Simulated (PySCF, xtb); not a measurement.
CH4SZn, SMILES C[S][ZnH].

GFN2-xTB (xtb) at its own geometry gives an orbital gap of 3.48 eV and a dipole moment of 2.21 D.

The structure is a stationary point at PBE0-D3(BJ)/def2-SVP.

Problem. What does PBE0/def2-TZVPD run with PySCF give? (Estimate from the structure and the level; the computed values follow.)

Solution. gap 5.72 eV (levels -6.69 and -0.98 eV), dipole 1.45 D.
